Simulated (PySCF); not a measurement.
C₄H₆BF, SMILES CB(F)C=C=C. Heavy atoms are numbered as in [CH2:1]=[C:2]=[CH:3][B:4]([CH3:5])[F:6]. Hydrogens are named by the atom that carries them.

Geometry: B3LYP-D3(BJ)/def2-SVP. The structure was generated by enumeration, and PubChem lists no compound with its InChIKey, so it may never have been made. Other conformers were not sampled.

The numbers are results of PySCF with KT2/pcSseg-1, not measurements.

GIAO shieldings, no solvent; atoms alike by connectivity are averaged. δ = σ(ref) − σ: ¹³C against TMS (σ = 185.1 ppm); ¹¹B against BF3 (σ = 89.8 ppm); ¹⁹F against CFCl3 (σ = 127.1 ppm); ¹H against TMS (σ = 31.47 ppm), references at their B3LYP-D3(BJ)/def2-TZVP geometries, non-relativistic.

```
atoms     nucleus  count  δ (ppm)
--------  -------  -----  -------
C2            ¹³C      1    219.9
C3 (CH)       ¹³C      1     83.6
C1 (CH2)      ¹³C      1      [?]
C5 (CH3)      ¹³C      1      7.4
B4            ¹¹B      1      [?]
F6            ¹⁹F      1    -66.8
H on C3        ¹H      1     5.53
H on C1        ¹H      2      [?]
H on C5        ¹H      3      [?]
```

Question: Complete the blanks. (Estimate from the structure and the level; the computed values follow.)

Answer: 
- H on C5, δ (ppm): 0.82
- H on C1, δ (ppm): 5.06
- C1 (CH2), δ (ppm): 69.3
- B4, δ (ppm): 37.8
